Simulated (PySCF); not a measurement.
Isomers of C7H6, one conformer each; single-point electronic energies without zero-point terms and without any empirical dispersion term.

All values: CAM-B3LYP/def2-SVPD (PySCF, non-relativistic), each on one gas-phase PBE0-D3(BJ)/def2-SVP geometry that isn't relaxed in the solvent. The solvent is an IEF-PCM continuum (van der Waals radii × 1.2). The model holds no explicit solvent molecules, cavitation or dispersion.

```
             isomer  relative energy, gas (kJ/mol)  dipole (D)
    `c1ccc2c(c1)C2`                            0.0        0.00
`C#C[C@@H]1C=C1C=C`                          228.6        1.33
```

**Question.** How do the relative energies look in chloroform (ε = 4.711)?

**Answer.** 
```
             isomer  relative energy, solvent (kJ/mol)  E(solvent) − E(gas) (kJ/mol)  dipole in solvent (D)
    `c1ccc2c(c1)C2`                                0.0                          -6.7                   0.01
`C#C[C@@H]1C=C1C=C`                              222.1                         -13.2                   1.61
```

The order is unchanged. Conformers: `[CH:1]#[C:2][C@@H:3]1[CH:4]=[C:5]1[CH:6]=[CH2:7]` with C4–C5–C6–C7 -177°. `C#C[C@@H]1C=C1C=C` gains most from the continuum, and it has the largest gas-phase dipole. The gains span 6.5 kJ/mol, the gas-phase energies 228.6 kJ/mol.
